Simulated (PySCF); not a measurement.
CCl₂, neutral, multiplicity 1. Atoms are numbered in the order given.

```xyz
3

Cl     0.0000    -1.3947     0.1479
C      0.0000     0.0000    -0.8381
Cl     0.0000     1.3947     0.1479
```
Charge 0, spin multiplicity 1.

Geometry optimised at PBE0-D3(BJ)/def2-TZVP. The isomer is the one that the SMILES or the coordinates give; other isomers of the formula were not compared.

Method: TDA-PBE/def2-TZVPD run with PySCF.

Vertical excitations.  State labels are in the subgroup C2v.

| state | symmetry | energy (eV) | λ (nm) | f | main pairs |
|---|---|---|---|---|---|
| S1 | B1 | 2.54 | 488 | 0.003 | HOMO→LUMO 98 % |
| S2 | A2 | 3.79 | 327 | 0.000 | HOMO−1→LUMO 100 % |
| S3 | A1 | 5.19 | 239 | 0.022 | HOMO→LUMO+1 96 % |
| S4 | B2 | 5.42 | 229 | 0.049 | HOMO−2→LUMO 78 %, HOMO→LUMO+2 15 % |
| S5 | B1 | 6.16 | 201 | 0.003 | HOMO−3→LUMO 98 % |
| S6 | A1 | 6.32 | 196 | 0.020 | HOMO→LUMO+3 98 % |
| S7 | B2 | 6.52 | 190 | 0.119 | HOMO→LUMO+2 64 %, HOMO→LUMO+6 19 % |
| S8 | B1 | 7.02 | 177 | 0.032 | HOMO→LUMO+4 100 % |
| S9 | A1 | 7.07 | 175 | 0.106 | HOMO→LUMO+5 93 % |
| S10 | B2 | 7.19 | 172 | 0.006 | HOMO−1→LUMO+1 57 %, HOMO→LUMO+6 39 % |
| T1 | B1 | 1.10 | 1128 | 0 | HOMO→LUMO 99 % |
| T2 | A2 | 3.54 | 350 | 0 | HOMO−1→LUMO 100 % |
| T3 | B2 | 4.08 | 304 | 0 | HOMO−2→LUMO 100 % |
| T4 | A1 | 4.57 | 271 | 0 | HOMO→LUMO+1 99 % |
Triplets are in the Tamm–Dancoff approximation.
